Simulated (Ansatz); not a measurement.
Born–Oppenheimer molecular dynamics of Cl$_{2}$H$_{3}$O$_{3}$Ta (9 atoms, charge 0, multiplicity 1). It goes on from the last frame of an earlier run, with new velocities.

Method: RHF/def2-SVP in Ansatz.

| Quantity | Value |
| --- | --- |
| ensemble | NVT, Langevin thermostat |
| time step | 0.5 fs |
| steps asked | 250 |
| set temperature | 1000 K |
| friction | 0.02 /fs |
| seed | 401496 |

First frame:

```xyz
9
Properties=species:S:1:pos:R:3
Ta -0.128 -0.108 0.004
Cl 2.200 0.024 -0.184
Cl -0.151 0.084 2.517
O -0.355 -0.115 -1.889
H -0.332 -0.758 -2.633
O -0.745 1.620 -0.008
H -1.196 2.310 -0.539
O -1.174 -1.694 0.212
H -1.509 -2.103 0.973
```

(1) What does the run give?

(2) What happens to the structure?

(3) How do temperature and energy run in time?

## Answers

(1) All steps were run.

```yaml
steps_done: 250
time_covered: 125 fs
mean_temperature_over_the_second_half: 761 K
spread_of_the_potential_energy_over_the_second_half: 16.9 meV per atom
mean_potential_energy_of_the_second_half_above_the_start: 34.5 meV per atom
```

The mean temperature of the second half is 24 % below the set value. A run of 0.12 ps of so small a system gives no equilibrium averages.

(2) The same pairs are bonded in the first frame and the last. Pairs count as bonded within 1.25 times the sum of covalent radii (0.12 Å more for H–H). The details hang on the random start.

(3) 
```
time (fs)  T (K)  potential energy less start (eV)
        0    889                             0.000
        6   1103                             0.038
       12   1043                             0.413
       18    833                             0.391
       24   1069                             0.221
       30   1090                             0.146
       36    985                             0.329
       42   1073                             0.203
       48   1217                             0.248
       54   1114                             0.435
       60    922                             0.504
       66   1032                             0.350
       72    585                             0.479
       78    513                             0.358
       84    615                             0.319
       90    591                             0.420
       96    559                             0.408
      102    950                             0.384
      108    586                             0.293
      114    843                             0.126
      120   1148                            -0.010
```

The run took 3.6 min on 4 threads of Intel(R) Xeon(R) 6975P-C (Granite Rapids), on a shared host, peak memory 0.31 GiB.
